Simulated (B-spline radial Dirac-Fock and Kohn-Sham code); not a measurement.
Mn 3d5/2: cross section and angular parameters

System: neutral manganese, [Ar] 3d5 4s2; threshold 10.92 eV (orbital energy of the model). Level of theory: Dirac-Hartree-Slater photoionisation with a Latter tail; cross sections with all multipoles, angular parameters from the dipole term and its interference with E2; an atomic code on a B-spline grid.

| hν (eV) | σ (kb) | β | γ | δ |
| --- | --- | --- | --- | --- |
| 51.6 | 4520 | 0.453 | 0.003 | 0.011 |
| 69.3 | 3490 | 0.652 | 0.010 | 0.013 |
| 100 | ? | ? | ? | ? |
| 105 | 1950 | 0.907 | 0.024 | 0.017 |
| 136 | 1180 | 1.038 | 0.040 | 0.020 |
| 150 | 958 | 1.080 | 0.048 | 0.021 |
| 213 | 416 | 1.194 | 0.087 | 0.026 |
| 215 | 406 | 1.196 | 0.089 | 0.026 |
| 248 | 279 | 1.223 | 0.111 | 0.028 |
| 258 | 251 | 1.228 | 0.118 | 0.029 |
| 300 | 165 | 1.242 | 0.147 | 0.032 |
| 485 | 39.2 | 1.208 | 0.262 | 0.044 |
| 517 | 32.0 | 1.196 | 0.279 | 0.046 |
| 663 | 14.3 | 1.132 | 0.349 | 0.056 |
| 730 | 10.4 | 1.103 | 0.376 | 0.061 |
| 1000 | 3.52 | 0.991 | 0.466 | 0.080 |
| 1253.6 | 1.57 | 0.903 | 0.528 | 0.098 |
| 1350 | 1.20 | 0.874 | 0.548 | 0.105 |
| 1370 | 1.14 | 0.868 | 0.552 | 0.106 |
| 1460 | 0.900 | 0.843 | 0.569 | 0.113 |
| 1600 | 0.641 | 0.808 | 0.594 | 0.122 |
| 2000 | 0.276 | 0.726 | 0.653 | 0.150 |
| 2540 | 0.109 | 0.643 | 0.717 | 0.186 |
| 4130 | 0.0151 | 0.485 | 0.836 | 0.281 |
| 5414.7 | 0.00478 | 0.408 | 0.874 | 0.349 |
| 6320 | 0.00246 | 0.372 | 0.887 | 0.393 |
| 6520 | 0.00215 | 0.366 | 0.890 | 0.402 |
| 9630 | 0.000394 | 0.299 | 0.927 | 0.532 |
| 11900 | 0.000154 | 0.264 | 0.949 | 0.618 |
| 15000 | 5.41e-05 | 0.220 | 0.953 | 0.727 |

Q: Give the values at 100 eV.

A: σ = 2120 kb, β = 0.880, γ = 0.022, δ = 0.016.

Values without a named source are computed, but for edge energies of neutral atoms, which are taken from tables.
